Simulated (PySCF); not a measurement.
Sn(Me)2(Cl)2 anion (C2H6Cl2Sn), SMILES [CH3][Sn]([CH3])([Cl])[Cl] (connectivity only; charge and spin as stated), charge -1, multiplicity 2. Atoms are numbered in the order given.

```xyz
11

C      0.0001    -1.1940     1.7418
Sn     0.0000     0.1176     0.0000
C      0.0001    -1.1940    -1.7418
Cl    -2.5893     0.4980     0.0000
Cl     2.5891     0.4981     0.0000
H      0.9017    -1.8216     1.7039
H      0.0053    -0.6080     2.6701
H     -0.9064    -1.8148     1.7093
H      0.0053    -0.6080    -2.6701
H      0.9017    -1.8216    -1.7039
H     -0.9064    -1.8148    -1.7093
```
Charge -1, spin multiplicity 2.

Geometry: PBE0-D3(BJ)/def2-SVPD. The multiplicity is an assumed one; no other spin state was optimised. The isomer is the one that the SMILES or the coordinates give; other isomers of the formula were not compared. The def2 effective core potentials stand for the cores of Sn; spin–orbit coupling is left out.

Computed with PySCF with PBE0/def2-SVPD.

Mulliken values depend strongly on the basis, most of all with diffuse functions as here. ESP charges are fitted to the potential on shells at 1.4 to 2.0 van der Waals radii. Atomic charges (e):

| atom | ESP fit | Mulliken | Mulliken spin |
|---|---|---|---|
| C1 | -0.52 | -0.20 | 0.09 |
| Sn2 | 0.46 | 1.08 | 0.69 |
| C3 | -0.52 | -0.20 | 0.09 |
| Cl4 | -0.59 | -0.75 | 0.08 |
| Cl5 | -0.59 | -0.75 | 0.08 |
| H6 | 0.13 | -0.03 | -0.01 |
| H7 | 0.11 | -0.03 | 0.00 |
| H8 | 0.13 | -0.03 | -0.01 |
| H9 | 0.11 | -0.03 | 0.00 |
| H10 | 0.13 | -0.03 | -0.01 |
| H11 | 0.13 | -0.03 | -0.01 |
